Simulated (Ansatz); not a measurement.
Reaction (cleavage of the B–B bond): `BB(C)BCl` + H₂Se → `ClB[SeH]` + `BBC`

Isolated molecules relaxed with PBE0-D4/def2-TZVP in Ansatz; ΔE leaves out vibrations. CBS: MP2 limit from def2 TZ/QZ plus the TZ coupled-cluster correction, frozen cores. DFT in def2-TZVPP. HSE06 is defined as in plane-wave codes. For Se outer-core shells are correlated without core-valence functions, which leaves a few kJ/mol of doubt a bond. Scalar relativity is left out up to krypton. One conformer a species, not always the lowest.

Is it downhill or uphill in electronic energy at CCSD(T)/CBS, and by how much? (An estimate is asked.)

Computed: Downhill: ΔE = -0.82 eV.

What do these levels give: revPBE-D4, B97M-V, PBE0-D4, r2SCAN0-D4, HSE06-D4, PBE-QIDH, revPBE, r2SCAN, r2SCAN0, CCSD(T)/def2-SVP, HF/def2-QZVPP, SCS-MP2/def2-QZVPP? (Estimate.)

Computed: revPBE-D4 -0.73, B97M-V -0.73, PBE0-D4 -0.76, r2SCAN0-D4 -0.80, HSE06-D4 -0.77, PBE-QIDH -0.83, revPBE -0.76, r2SCAN -0.79, r2SCAN0 -0.81, CCSD(T)/def2-SVP -0.79, HF/def2-QZVPP -0.81, SCS-MP2/def2-QZVPP -0.87 eV.

Largest T1 diagnostic among the species: 0.014.

Leaving LDA and LC-ωPBE aside and taking each functional with its dispersion term where it has one, the values spread over 0.10 eV, from PBE-QIDH to revPBE-D4. From BLYP to BHLYP (50 % exact exchange), in def2-TZVPP and without D4, ΔE moves by −0.03 eV.
